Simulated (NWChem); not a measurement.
System meant: MgGeSiH₆; SMILES [SiH3][Mg][GeH3]

The following NWChem deck was run.

```
start job
memory heap 200 mb stack 900 mb global 1100 mb
geometry units angstroms noautosym nocenter noautoz
  Mg     0.041955    -0.732419     0.001582
  Si     0.190258    -3.316340     0.006603
  H      1.516855    -3.826296    -0.482468
  H     -0.846770    -3.962337    -0.868831
  H      0.000738    -3.909272     1.374686
  Ge    -0.107713     1.858356    -0.002927
  H     -0.584894     2.450150    -1.353374
  H     -1.089695     2.424890     1.053672
  H      1.243750     2.558796     0.287842
end
basis spherical
  * library def2-svp
end
dft
  xc m06-2x
  iterations 150
end
property
  shielding 5 1 2 3 6 7
end
task dft property
```

End of the output:

```
 Vector   35  Occ=0.000000D+00  E=-1.631503D-02
              MO Center=  3.8D-02, -6.9D-01,  2.2D-03, r^2= 8.4D+00
   Bfn.  Coefficient  Atom+Function         Bfn.  Coefficient  Atom+Function
  ----- ------------  ---------------      ----- ------------  ---------------
     4      1.362253  1 Mg s                 56     -0.820832  6 Ge s
    22     -0.664053  2 Si s                 67      0.454207  6 Ge py
    30     -0.387943  2 Si py                 3      0.288643  1 Mg s
    55     -0.266113  6 Ge s                 21     -0.246569  2 Si s
    54      0.180523  6 Ge s                  2      0.161879  1 Mg s

 center of mass
 --------------
 x =  -0.01992931 y =   0.32554220 z =   0.00025673

 moments of inertia (a.u.)
 ------------------
        2294.187926155445         129.691482622677          -0.237711034247
         129.691482622677          49.959586622327           4.128931198748
          -0.237711034247           4.128931198748        2301.650434701988

     Multipole analysis of the density
     ---------------------------------

     L   x y z        total         alpha         beta         nuclear
     -   - - -        -----         -----         ----         -------
     0   0 0 0     -0.000000    -32.000000    -32.000000     64.000000

     1   1 0 0      0.004899      0.040017      0.040017     -0.075136
     1   0 1 0     -0.074277     -0.023471     -0.023471     -0.027335
     1   0 0 1     -0.000187     -0.027767     -0.027767      0.055348

     2   2 0 0    -34.255547    -29.614861    -29.614861     24.974175
     2   1 1 0      0.786598     34.233056     34.233056    -67.679515
     2   1 0 1     -0.001496     -0.062807     -0.062807      0.124117
     2   0 2 0    -47.879709   -622.050661   -622.050661   1196.221612
     2   0 1 1      0.025493      1.091728      1.091728     -2.157962
     2   0 0 2    -34.210335    -27.645195    -27.645195     21.080056

          -----------------------------------------
          Chemical Shielding Tensors (GIAO, in ppm)
          -----------------------------------------

 ------------------------------------------------------------------------
  xm06: d2 not coded                    0
 ------------------------------------------------------------------------
 ------------------------------------------------------------------------
  current input line :
    24: task dft property
 ------------------------------------------------------------------------
 ------------------------------------------------------------------------
 This error has not yet been assigned to a category
 ------------------------------------------------------------------------
 For more information see the NWChem manual at https://nwchemgit.github.io

0: xm06: d2 not coded:Received an Error in Communication
```

### Question
What is wrong, and how is it mended?

### Answer
The program stopped with an error. Cause: this functional's second derivatives, which shieldings need, aren't coded here; the fix takes a hybrid GGA instead. This input runs:
```
start job
memory heap 200 mb stack 900 mb global 1100 mb
geometry units angstroms noautosym nocenter noautoz
  Mg     0.041955    -0.732419     0.001582
  Si     0.190258    -3.316340     0.006603
  H      1.516855    -3.826296    -0.482468
  H     -0.846770    -3.962337    -0.868831
  H      0.000738    -3.909272     1.374686
  Ge    -0.107713     1.858356    -0.002927
  H     -0.584894     2.450150    -1.353374
  H     -1.089695     2.424890     1.053672
  H      1.243750     2.558796     0.287842
end
basis spherical
  * library def2-svp
end
dft
  xc pbe0
  iterations 150
end
property
  shielding 5 1 2 3 6 7
end
task dft property
```
It converges to -2569.24660 Ha (PBE0/def2-SVP, GIAO).
